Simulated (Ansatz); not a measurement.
Reaction (redistribution): `CB(F)[CH2][AlH2]` + `[F][GeH3]` → `CB(F)F` + `[AlH2][CH2][GeH3]`

Gas-phase electronic energies from Ansatz, PBE0-D4/def2-TZVP geometries. CBS: MP2 limit from def2 TZ/QZ plus the TZ coupled-cluster correction, frozen cores. Functionals use def2-TZVPP. B3LYP here is the variant with VWN-RPA as its local correlation; programs differ in this. HSE06 is defined as in plane-wave codes. For Ge outer-core shells are correlated without core-valence functions, which leaves a few kJ/mol of doubt a bond. Scalar relativity is left out up to krypton. One conformer a species, not always the lowest.

`CB(F)[CH2][AlH2]`:

Cartesian coordinates in Å:
```
C -1.107 -0.380 -1.411
B 0.316 -0.021 -0.865
F 1.363 -0.573 -1.505
C 0.614 0.866 0.356
Al 0.606 -0.207 2.000
H -1.919 -0.113 -0.733
H -1.270 0.164 -2.350
H -1.186 -1.442 -1.661
H -0.189 1.593 0.526
H 1.588 1.360 0.306
H 1.944 -0.420 2.823
H -0.762 -0.827 2.514
```

`[F][GeH3]`:

Z-matrix (Å, degrees):
```
Ge
F 1 1.742
H 1 1.533 2 106.2
H 1 1.533 2 106.3 3 120.0
H 1 1.533 2 106.2 3 -120.0
```

`CB(F)F`:

```xyz
7

C     0.432    0.550   -0.017
B    -0.510   -0.685    0.043
F    -0.575   -1.485    1.094
F    -1.308   -0.994   -0.967
H     1.095    0.619    0.845
H     1.032    0.530   -0.930
H    -0.166    1.465   -0.068
```

`[AlH2][CH2][GeH3]`:

Cartesian coordinates in Å:
```
Al -1.332 0.421 -1.175
C -0.133 -0.780 -0.227
Ge 1.075 0.139 1.011
H -2.746 0.787 -0.549
H -0.884 1.063 -2.556
H 0.502 -1.332 -0.927
H -0.696 -1.505 0.369
H 0.265 0.918 2.067
H 1.954 1.148 0.247
H 1.994 -0.858 1.740
```

| level | ΔE (kcal/mol) | difference from CCSD(T)/CBS |
| --- | --- | --- |
| LDA (SPW92) | -17.5 | 0.0 |
| B97M-V | -15.2 | 2.3 |
| PBE0-D4 | -16.4 | 1.1 |
| B3LYP-D4 | -15.5 | 2.0 |
| HSE06-D4 | -16.4 | 1.1 |
| ωB97M-V | -15.9 | 1.6 |
| CCSD/def2-SVP | -18.7 | -1.2 |
| MP2/def2-TZVPP | -17.5 | 0.0 |
| SCS-MP2/def2-TZVPP | -16.6 | 0.9 |
| HF/def2-QZVPP | -16.0 | 1.5 |
| CCSD(T)/CBS | -17.5 | 0 |

Largest T1 diagnostic among the species: 0.012.

Leaving LDA and LC-ωPBE aside and taking each functional with its dispersion term where it has one, the values, not all of them listed here, spread over 2.6 kcal/mol, from PBE-QIDH to BLYP-D4. LDA lies −2.1 kcal/mol from PBE without D4. From BLYP to BHLYP (50 % exact exchange), in def2-TZVPP and without D4, ΔE moves by −1.5 kcal/mol.

CCSD(T)/CBS has its own doubt, a few kJ/mol and more with outer-core shells, so smaller differences from it don't rank the levels.
